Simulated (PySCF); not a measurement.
**Radial density of P+ (phosphorus, charge +1)**

M06-2X, [Ne] 3s2 3p2, high-spin 3P determinant. Computed with PySCF 2.14 in dyall-acv3z (19s12p6d4f, 113 functions), with scalar relativity by spin-free X2C-1e.

```csv
r (bohr),4πr²ρ (e/bohr),4πr²(ρα − ρβ)
0.00175,0.09298,0.0000
0.00294,0.2460,0.0000
0.00494,0.6363,0.0000
0.00831,1.585,0.0001
0.0140,3.702,0.0001
0.0235,7.731,0.0006
0.0396,13.39,0.0029
0.0665,17.06,0.0147
0.112,14.16,0.0605
0.188,10.92,0.1735
0.317,15.41,0.2312
0.533,12.20,0.0322
0.896,3.248,0.2067
1.51,2.430,1.0548
2.53,1.197,0.6550
4.26,0.08590,0.0619
7.17,0.0005601,0.0005
```

Densities and radii are taken from the X2C orbitals without a picture-change correction, which distorts them close to the nucleus.
